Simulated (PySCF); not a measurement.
C$_{2}$H$_{6}$Mg (SMILES [CH3][Mg][CH3]), singlet, geometry from GFN2-xTB (such geometries of metal compounds can be far from the true shape); DF-PBE/cc-pVDZ (PySCF).

The PySCF input:
```python
from pyscf import gto, scf, dft

mol = gto.M(
    atom='''
Mg    0.43161452   -0.02339193    0.51894109
C     1.17818512    0.22536579   -1.45573388
H     1.82253133   -0.58622096   -1.79752659
H     1.71085943    1.16343566   -1.61994181
H     0.28594640    0.23246715   -2.08733916
C    -1.65460489   -0.19950906    0.88440343
H    -2.01301754   -1.08827745    0.35880852
H    -2.13750358    0.66808801    0.42739192
H    -1.98967165   -0.26392949    1.91929660
''',
    basis='cc-pvdz',
    verbose=4,
    max_memory=1800,
)

mf = dft.RKS(mol)
mf.xc = 'pbe'
mf = mf.density_fit(auxbasis='def2-universal-jkfit')
mf.kernel()
```

The log (banner, timings and long lists left out):

```
PySCF version 2.14.0

[INPUT] verbose = 4
[INPUT] num. atoms = 9
[INPUT] num. electrons = 30
[INPUT] charge = 0
[INPUT] spin (= nelec alpha-beta = 2S) = 0
[INPUT] symmetry False subgroup None
[INPUT] Mole.unit = angstrom
[INPUT] Symbol           X                Y                Z      unit          X                Y                Z       unit  Magmom
[INPUT]  1 Mg     0.431614520000  -0.023391930000   0.518941090000 AA    0.815633234186  -0.044204341225   0.980656534883 Bohr   0.0
[INPUT]  2 C      1.178185120000   0.225365790000  -1.455733880000 AA    2.226447200838   0.425879620946  -2.750938343450 Bohr   0.0
[INPUT]  3 H      1.822531330000  -0.586220960000  -1.797526590000 AA    3.444085067139  -1.107797062880  -3.396832956723 Bohr   0.0
[INPUT]  4 H      1.710859430000   1.163435660000  -1.619941810000 AA    3.233055760329   2.198574760953  -3.061246358632 Bohr   0.0
[INPUT]  5 H      0.285946400000   0.232467150000  -2.087339160000 AA    0.540360382305   0.439299246458  -3.944499341480 Bohr   0.0
[INPUT]  6 C     -1.654604890000  -0.199509060000   0.884403430000 AA   -3.126750086466  -0.377017482769   1.671280266326 Bohr   0.0
[INPUT]  7 H     -2.013017540000  -1.088277450000   0.358808520000 AA   -3.804051834546  -2.056546328040   0.678049833961 Bohr   0.0
[INPUT]  8 H     -2.137503580000   0.668088010000   0.427391920000 AA   -4.039296356477   1.262503366006   0.807653676652 Bohr   0.0
[INPUT]  9 H     -1.989671650000  -0.263929490000   1.919296600000 AA   -3.759934496311  -0.498754452296   3.626944925809 Bohr   0.0

nuclear repulsion = 80.0201469772719
number of shells = 33
number of NR pGTOs = 135
number of NR cGTOs = 76
basis = cc-pvdz
ecp = {}

******** <class 'pyscf.df.df_jk.DFRKS'> ********
method = DFRKS
initial guess = minao
damping factor = 0
level_shift factor = 0
DIIS = <class 'pyscf.scf.diis.CDIIS'>
diis_start_cycle = 1
diis_space = 8
diis_damp = 0
SCF conv_tol = 1e-09
SCF conv_tol_grad = None
SCF max_cycles = 50
direct_scf = False
XC library pyscf.dft.libxc version 7.1.2
    S. Lehtola, C. Steigemann, M. J. T. Oliveira, and M. A. L. Marques,  SoftwareX 7, 1–5 (2018)
XC functionals = pbe
    J. P. Perdew, K. Burke, and M. Ernzerhof,  Phys. Rev. Lett. 77, 3865 (1996)
    J. P. Perdew, K. Burke, and M. Ernzerhof,  Phys. Rev. Lett. 78, 1396 (1997)
    J. P. Perdew, K. Burke, and M. Ernzerhof,  Phys. Rev. Lett. 77, 3865 (1996)
    J. P. Perdew, K. Burke, and M. Ernzerhof,  Phys. Rev. Lett. 78, 1396 (1997)
radial grids:
    Treutler-Ahlrichs [JCP 102, 346 (1995); DOI:10.1063/1.469408] (M4) radial grids

becke partition: Becke, JCP 88, 2547 (1988); DOI:10.1063/1.454033
pruning grids: <function nwchem_prune>
grids dens level: 3
symmetrized grids: False
atomic radii adjust function: <function treutler_atomic_radii_adjust>
small_rho_cutoff = 0
Set gradient conv threshold to 3.16228e-05
Initial guess from minao.
tot grids = 105664
init E= -279.417896479716
  HOMO = -0.299636700431521  LUMO = -0.100033895645579  gap/eV = 5.43147
cycle= 1 E= -279.425022156935  delta_E= -0.00713  |g|= 0.766  |ddm|=  2.5
  HOMO = -0.0496590834006252  LUMO = -0.0289675826795266  gap/eV = 0.56304
cycle= 2 E= -278.811839416829  delta_E= 0.613  |g|= 1.46  |ddm|= 2.29
  HOMO = -0.190950717674046  LUMO = -0.0683801899201928  gap/eV = 3.33531
cycle= 3 E= -279.606226219225  delta_E= -0.794  |g|= 0.0894  |ddm|= 1.78
  HOMO = -0.175795319655351  LUMO = -0.0789011098156527  gap/eV = 2.63663
cycle= 4 E= -279.610626832443  delta_E= -0.0044  |g|= 0.0424  |ddm|= 0.209
  HOMO = -0.1759473111336  LUMO = -0.078697250389836  gap/eV = 2.64631
cycle= 5 E= -279.611283437928  delta_E= -0.000657  |g|= 0.0127  |ddm|= 0.0582
  HOMO = -0.176754823057275  LUMO = -0.0790638527156013  gap/eV = 2.65831
cycle= 6 E= -279.611313909215  delta_E= -3.05e-05  |g|= 0.00905  |ddm|= 0.022
  HOMO = -0.177301565231601  LUMO = -0.0793812672700018  gap/eV = 2.66455
cycle= 7 E= -279.611341524727  delta_E= -2.76e-05  |g|= 0.000489  |ddm|= 0.01
  HOMO = -0.177364440789939  LUMO = -0.079486697875347  gap/eV = 2.66339
cycle= 8 E= -279.611341591828  delta_E= -6.71e-08  |g|= 0.000117  |ddm|= 0.000611
  HOMO = -0.177378874514011  LUMO = -0.0794913236103749  gap/eV = 2.66366
cycle= 9 E= -279.611341597438  delta_E= -5.61e-09  |g|= 9.53e-06  |ddm|= 0.000152
  HOMO = -0.177379572717871  LUMO = -0.0794909168211673  gap/eV = 2.66369
cycle= 10 E= -279.611341597475  delta_E= -3.71e-11  |g|= 2.38e-06  |ddm|= 1.67e-05
  HOMO = -0.177379598268508  LUMO = -0.0794912975669568  gap/eV = 2.66368
Extra cycle  E= -279.611341597473  delta_E= 1.19e-12  |g|= 2.81e-06  |ddm|= 9.19e-06
converged SCF energy = -279.611341597473
```
